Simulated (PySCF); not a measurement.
**EPR parameters of calcium monochloride**

Species: calcium monochloride, CaCl (doublet state).
SMILES with atom numbers: `[Cl:1][Ca:2]`

Computed, not measured: UKS B3LYP, IGLO-III on Cl, def2-TZVP with uncontracted s and p shells and three added tight s functions on Ca, non-relativistic, mean-field spin-orbit, GIAO in PySCF 2.14.0. Geometry: PBE0-D3(BJ)/def2-SVP; no solvent, vibrations or thermal averaging.

```
g1, g2, g3                      : 1.99756, 1.99756, 2.00226
g_iso                           : 1.99913
Form of g                       : axial
⟨S²⟩                            : 0.7501 (exact 0.7500)
α and β electrons               : 19, 18
HOMO–LUMO gap, α and β orbitals : 2.89, 5.13 eV
```

Isotropic coupling and dipolar principal values T1 to T3, in mT; ρ(0) is the spin density at the nucleus (MHz turned into mT with g_iso):

| atom | isotope | a_iso | of which spin–orbit | T1 | T2 | T3 | Mulliken spin population | ρ(0) (bohr⁻³) |
| --- | --- | --- | --- | --- | --- | --- | --- | --- |
| Cl1 | 35Cl | 0.79 | 0.00 | -0.14 | -0.14 | 0.28 | 0.01 | 0.0504 |
| Ca2 | 43Ca | -15.45 | 0.01 | -0.39 | 0.19 | 0.19 | 0.99 | 1.4358 |

The largest Mulliken spin population is on Ca2 (+0.99).

Axes: g3 lies along the molecular axis.

Under fast tumbling the dipolar parts average out, and these isotropic splittings remain: 1 × 35Cl (Cl1, I = 3/2, 4 lines) with 0.79 mT.

Main isotope only: 35Cl (natural samples also hold 24 % 37Cl, magnetic too, which adds its own pattern).

The 43Ca coupling of Ca2 (-432.2 MHz) shows only in satellite lines or after enrichment, since that isotope makes up about 0.135 % of natural calcium.
